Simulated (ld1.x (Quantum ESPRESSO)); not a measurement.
LDA (PZ) ultrasoft dataset for Ce (Z = 58), fully relativistic all-electron reference.

Ce (Z = 58), ultrasoft, made with ld1.x (Quantum ESPRESSO) 7.5 (LDA (PZ), fully relativistic). Core [Xe], reference 4f1 5d1 6s1 6p0 (charge +1). Waves: 6s (bound): rcut 3.20, rcutus 4.05 bohr; 6s channel at -0.1 Ry: rcut 3.20, rcutus 4.05 bohr; 6p (bound, empty): rcut 3.75, rcutus 4.40 bohr; 6p channel at 0.3 Ry: rcut 3.75, rcutus 4.40 bohr; 5d (bound): rcut 2.50, rcutus 2.90 bohr; 5d channel at 1.25 Ry: rcut 2.50, rcutus 2.90 bohr; 4f (bound): rcut 0.90, rcutus 1.15 bohr; 4f channel at -0.2 Ry: rcut 0.90, rcutus 1.15 bohr. Local part: all-electron potential smoothed inside 2.85 bohr (lloc = -1). Core correction: a·sin(br)/r model core, default radius (core density twice the valence density). Augmentation charge: PSQ, radius 0.80 bohr.

Open shells are filled in proportion to 2j + 1 (rel_dist='average').

Task: Does this generation succeed?

Result: No. ld1.x (Quantum ESPRESSO) 7.5 stopped with "find_q: problem finding q": no Bessel wave vectors were found that match the logarithmic derivative at the chosen radius.
